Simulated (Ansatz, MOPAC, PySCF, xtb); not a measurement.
Donor–acceptor adduct: AlH3 (SMILES [AlH3]) (first 4 atoms) with CHN (SMILES C#N); geometry from B3LYP-D3(BJ)/def2-TZVP, rigid monomers moved along the line of their centres of mass till Al1···N6 is 1.86 Å.
(charge 0, multiplicity 1):
```xyz
7

Al    -0.16157     0.36406     0.26280
H      1.25365     0.82434    -0.29958
H     -1.23650     1.48888     0.59490
H     -0.69082    -1.08215    -0.13618
C      0.68326    -0.25071     3.07160
N      0.36142    -0.01823     2.00282
H      0.98476    -0.46815     4.07260
```

Monomers are frozen at their geometry in the pair; levels with a basis set take the counterpoise correction. Rows marked so take none.

Rows in STO-3G carry no dispersion term and start afresh at each structure. The state that AM1 reach isn't checked.

Programs: Ansatz (a program for electronic structure) with Gaussian orbitals; MOPAC for AM1 (differences of heats of formation); PySCF for STO-3G rows, the dispersion terms; xtb for the GFN methods. Values without a source in brackets are computed.

Task: One of these levels gives -31.00 kcal/mol for the interaction energy. Which?
A. GFN2-xTB
B. AM1
C. HF/STO-3G (no counterpoise)
D. PBE-D3(BJ)/def2-TZVPPD

Result: B, AM1. The others give -22.85 (GFN2-xTB), -21.02 (HF/STO-3G (no counterpoise)), -18.81 (PBE-D3(BJ)/def2-TZVPPD)
